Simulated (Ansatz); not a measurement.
Ansatz (a quantum-chemistry and plane-wave program) input:
A basis named .json is the Basis Set Exchange file of that set.

Ansatz 0.2 input:
```yaml
crystal:
  periodic: [false, false, false]
  atoms:
    - {symbol: O, position_ang: [-1.99001977, -0.04417081, 0.28110697]}
    - {symbol: C, position_ang: [-0.82593981, 0.72502929, 0.44243365]}
    - {symbol: C, position_ang: [0.41694122, -0.00800430, -0.03504399]}
    - {symbol: F, position_ang: [0.30208637, -0.34708787, -1.34093367]}
    - {symbol: F, position_ang: [1.50441376, 0.77803083, 0.08571460]}
    - {symbol: F, position_ang: [0.64757531, -1.13686132, 0.64994254]}
    - {symbol: H, position_ang: [-2.13711251, -0.20014907, -0.65909003]}
    - {symbol: H, position_ang: [-0.70935467, 0.92525764, 1.50670822]}
    - {symbol: H, position_ang: [-0.86606227, 1.67937330, -0.09332338]}
basis:
  gaussian:
    orbitals: aug-cc-pVQZ
    fitting: {mean_field: def2-universal-jkfit, correlation: aug-cc-pVQZ-RIFIT.json}
magnetization: {spin_polarized: true, initial_magnetization: 2}
correlation: {method: mp2, electrons: outside_noble_gas}
```

Task: Predict the final energy.

Result: -452.03431 Eh (RI-MP2/aug-cc-pVQZ). The basis has 618 functions.

This state (charge 0, triplet) is run at the relaxed geometry of the species with charge 0 and multiplicity 1, and is a spin state other than that species' own.
